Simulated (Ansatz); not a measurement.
`C[CH2][Al]([OH])[SH]` + CH₃OH → `C[CH2][Al]([SH])[O]C` + H₂O  (ligand exchange at the Al–O bond)

Computed with Ansatz on PBE0-D4/def2-TZVP structures; ΔE is electronic, products minus reactants. CCSD(T)/CBS adds triple-zeta CCSD(T) − MP2 to the extrapolated MP2 energy (def2 sets, frozen cores). This one scheme is used for every species. Functionals use def2-TZVPP. Each species was taken in one conformer, which may not be the lowest.

Q: Is it downhill or uphill in electronic energy at CCSD(T)/CBS, and by how much? (Estimate.)

A: The calculation gave: Nearly level: ΔE = 0.00 eV.

Q: What do these levels give: PBE-D4, r2SCAN-D4, PBE0-D4, ωB97M-V, B2PLYP, r2SCAN, HF/def2-TZVPP, MP2/def2-TZVPP, SCS-MP2/def2-TZVPP, MP2/def2-QZVPP, SCS-MP2/def2-QZVPP, CCSD/CBS(def2)? (Best estimate.)

A: Computed: PBE-D4 0.01, r2SCAN-D4 0.02, PBE0-D4 0.01, ωB97M-V 0.02, B2PLYP 0.03, r2SCAN 0.03, HF/def2-TZVPP 0.05, MP2/def2-TZVPP 0.00, SCS-MP2/def2-TZVPP 0.01, MP2/def2-QZVPP -0.01, SCS-MP2/def2-QZVPP 0.01, CCSD/CBS(def2) 0.00 eV.

Largest T1 diagnostic among the species: 0.011.

The D4 term adds −0.05 eV with B3LYP and −0.03 eV with PBE0; it sums over pairs of atoms, weighted by their polarisabilities, and B3LYP, whose exchange is more repulsive, gets the larger term. In def2-TZVPP, CCSD(T) changes the Hartree–Fock value by −0.05 eV (the triples alone add −0.01 eV) and MP2 by −0.05 eV.

B3LYP here is the variant with VWN-RPA as its local correlation; programs differ in this.
